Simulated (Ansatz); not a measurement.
Ideal-gas functions of C2HF5 (`FC(F)C(F)(F)F`) at 500 K and 1 bar, from an Ansatz frequency run at PBE0-D4/def2-TZVP.

Molar mass 120.02 g/mol, point group Cs (symmetry number 1), electronic degeneracy 1, moments of inertia 136.414, 208.745, 251.69 u Å². Harmonic wavenumbers (cm⁻¹, unscaled): 74, 210, 243, 364, 417, 525, 585, 588, 733, 879, 1167, 1173, 1216, 1242, 1324, 1376, 1451, 3100.

Use S(trans) = R[1.5 ln M + 2.5 ln T − 1.1517]; rotational temperatures θ = 24.2544 K / I; S(rot) = R[ln(√π/σ · √(T³/θAθBθC)) + 1.5]; for each mode x = 1.438777 ν̃/T, S = R[x/(eˣ − 1) − ln(1 − e⁻ˣ)] and H = RT x/(eˣ − 1); 1 cm⁻¹ = 0.0119627 kJ/mol; R = 8.31446 J/(mol·K).

Q: By hand: the entropy, in J/(mol·K).

A: Translation 179.3. Rotation: θ = 0.1778, 0.1162, 0.0964 K, giving 120.6. Vibration, mode by mode: 21.19, 12.63, 11.46, 8.30, 7.28, 5.63, 4.90, 4.87, 3.50, 2.51, 1.30, 1.28, 1.16, 1.09, 0.90, 0.80, 0.67, 0.01, in all 89.5. Electronic 0.0. Sum 389.4 J/(mol·K).

Q: By hand: H − E and G − E in kJ/mol, counted from the electronic energy.

A: Zero-point energy ½ × 16667 × 0.0119627 = 99.7; thermal vibration 24.1; translation, rotation and pV give 4 RT = 16.6. H − E = 140.4 kJ/mol, and G − E = 140.4 − 500 × 389.4/1000 = -54.3 kJ/mol.

Vibration gives 23 % of the entropy, 21.2 J/(mol·K) of it from the mode under 150 cm⁻¹: soft modes count most, and the harmonic formula is weakest for them.
